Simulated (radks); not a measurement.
Values are calculated unless marked as measured or tabulated.
Task: Radial electron density D(r) = 4 pi r^2 rho(r) of an atom or ion with 63 electrons. Level of theory: scalar-relativistic Kohn-Sham, exchange-only B88, spin-polarised, spherical densities, finite nucleus; Fermi nuclear charge, rms radius of each element as measured or else 0.836 A^(1/3) + 0.57 fm (a radial shooting solver on a logarithmic mesh with Libxc functionals).

| r (bohr) | D(r) (e/bohr) | spin D(r) |
|---|---|---|
| 0.001037 | 4.970 | 0.00239 |
| 0.001417 | 8.167 | 0.00390 |
| 0.001935 | 13.17 | 0.00624 |
| 0.002644 | 20.71 | 0.00967 |
| 0.003583 | 31.15 | 0.0142 |
| 0.004895 | 45.22 | 0.0199 |
| 0.006688 | 61.67 | 0.0255 |
| 0.009136 | 77.36 | 0.0283 |
| 0.01248 | 87.25 | 0.0247 |
| 0.01705 | 87.25 | 0.0133 |
| 0.0233 | 80.39 | 0.00130 |
| 0.03182 | 79.86 | 0.00764 |
| 0.04348 | 96.69 | 0.0431 |
| 0.05892 | 116.2 | 0.0675 |
| 0.0805 | 110.3 | 0.0286 |
| 0.11 | 90.10 | 0.0481 |
| 0.1502 | 97.80 | 0.408 |
| 0.2053 | 100.3 | 1.21 |
| 0.2804 | 60.76 | 2.90 |
| 0.3831 | 47.06 | 5.59 |
| 0.5233 | 54.31 | 6.71 |
| 0.715 | 33.91 | 5.66 |
| 0.969 | 16.24 | 4.34 |
| 1.324 | 9.708 | 2.38 |
| 1.808 | 4.133 | 0.653 |
| 2.471 | 0.9149 | 0.209 |
| 3.375 | 0.3189 | 0.271 |
| 4.611 | 0.2429 | 0.242 |
| 6.3 | 0.08531 | 0.0853 |
| 8.606 | 0.008847 | 0.00885 |
| 11.76 | 0.0001824 | 0.000182 |

What is the nuclear charge?

Result: Z = 66. The innermost maximum, from 1s, lies near gamma/Z bohr with gamma = sqrt(1 - (Z/c)^2) = 0.876, here 0.0133 bohr (found: 0.0145), and its height grows with Z. The density is that of the dysprosium ion Dy3+ in [Kr] 4d10 4f9 5s1 5p6 5f1; the configuration itself is not fixed sharply by these data, and Z only to a few units. D(r) has 4 maxima, at r = 0.0145, 0.0654, 0.181, 0.495 bohr, and minima at 0.0278, 0.119, 0.354 bohr, inside which lie 1.92, 11.15, 29.46 electrons.
